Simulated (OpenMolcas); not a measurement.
# Nd3+: moving or changing the point charges

Nd3+ among 2 point charges of -1 e arranged as a linear pair (D∞h), 2.59 Å from the ion.
```
   0.0000    0.0000    2.5900  -1.00
   0.0000    0.0000   -2.5900  -1.00
```

```json
{
  "Program": "OpenMolcas",
  "Method": "CASSCF",
  "Basis": "ANO-RCC-VTZP [8s7p5d3f2g1h]",
  "Scalar Hamiltonian": "DKH2, point nucleus",
  "Active space": "3 electrons in 7 orbitals (4f)",
  "State averaging": "2S+1 = 4 odd, 35 roots; 2S+1 = 2 odd, 89 roots kept (CI in the orbitals of an earlier block)",
  "Spin-orbit coupling": "RASSI with atomic mean-field integrals over the reference wave functions"
}
```

Runs around this geometry, states (labels by Λ). Energies in cm-1 above the lowest state or level, χT in cm3 K/mol.

```tsv
R (Å)	Ground state	First state of that spin	First gap with spin-orbit (degeneracies)	Width of lowest J	χT at 300 K
2.59	4I	4H 261.1	249.8 (2, 2)	472	1.665
2.78	4I	4H 199.9	195.0 (2, 2)	383	1.679
3.11	4I	4H 135.0	134.3 (2, 2)	275	1.692
```

Taking the width of the lowest J multiplet as R^-n, n = -ln(275 / 472) / ln(3.11 / 2.59) = 3.0 between the shortest and longest distance.

High states are left out of the spin-orbit mixing, which shifts the levels that they would mix with. Point charges carry no covalency, so the field is a model and not that of real ligands. No measured value stands beside these numbers.
